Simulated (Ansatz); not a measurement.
Cartesian coordinates (Å):
```xyz
8

C      1.6654     0.0769     0.0587
B      0.3242    -0.1900    -0.0654
C     -1.1639    -0.4751    -0.2024
N     -2.0913     0.3942    -0.2727
H      2.0659     1.0820     0.1115
H      2.4060    -0.7127     0.1115
H     -1.4775    -1.5227    -0.2454
H     -1.7288     1.3473    -0.2268
```
Charge 0, multiplicity 1.

These are frozen-core CCSD(T)/cc-pVTZ // CAM-B3LYP-D3(BJ)/def2-TZVP in Ansatz (an electronic-structure program) values and carry that method's errors. The restricted HF reference is unstable towards unrestricted orbitals.

```
Property                       Result
----------------------  -------------
HF energy               -157.16553 Ha
MP2 correlation energy    -0.60998 Ha
```

Question: Estimate the CCSD correlation energy, the (T) correction, the total energy and the T1 diagnostic.

Answer: 
```json
{
 "CCSD correlation energy": "-0.63936 Ha",
 "(T) correction": "-0.03095 Ha",
 "CCSD(T) total energy": "-157.83585 Ha",
 "T1 diagnostic": "0.015"
}
```
